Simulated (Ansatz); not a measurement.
Mulliken charges of CH$_{4}$Cl$_{2}$SSi (`CS[SiH](Cl)Cl`) from r2SCAN/def2-TZVPP in Ansatz (PBE0-D4/def2-TZVP geometry).

```json
{"atom": "C1", "x (Å)": "-1.112", "y (Å)": "0.038", "z (Å)": "1.049", "charge (e)": "-0.154"}
{"atom": "S2", "x (Å)": "0.322", "y (Å)": "1.112", "z (Å)": "0.745", "charge (e)": "-0.198"}
{"atom": "Si3", "x (Å)": "1.167", "y (Å)": "0.139", "z (Å)": "-0.912", "charge (e)": "0.583"}
{"atom": "Cl4", "x (Å)": "1.680", "y (Å)": "-1.795", "z (Å)": "-0.478", "charge (e)": "-0.232"}
{"atom": "Cl5", "x (Å)": "-0.136", "y (Å)": "0.055", "z (Å)": "-2.490", "charge (e)": "-0.232"}
{"atom": "H6", "x (Å)": "-1.781", "y (Å)": "0.036", "z (Å)": "0.190", "charge (e)": "0.098"}
{"atom": "H7", "x (Å)": "-0.791", "y (Å)": "-0.976", "z (Å)": "1.284", "charge (e)": "0.098"}
{"atom": "H8", "x (Å)": "-1.630", "y (Å)": "0.460", "z (Å)": "1.909", "charge (e)": "0.091"}
{"atom": "H9", "x (Å)": "2.372", "y (Å)": "0.885", "z (Å)": "-1.315", "charge (e)": "-0.056"}
```

Q: By hand: the dipole of these point charges (1 e Å = 4.8032 D).

A: Σ q r = (-0.104, 0.159, 0.240) e Å, of length 0.306 e Å = 1.47 D.

Q: How does the dipole of the full density compare? (Best estimate.)

A: Ansatz gave: (-0.205, 0.010, 0.194) e Å, 1.36 D; the point charges give 1.08 times that, at 37° from its direction.

Point charges leave out the atoms' own dipoles, such as those of lone pairs, and Mulliken's split depends on the basis, so the two needn't agree.
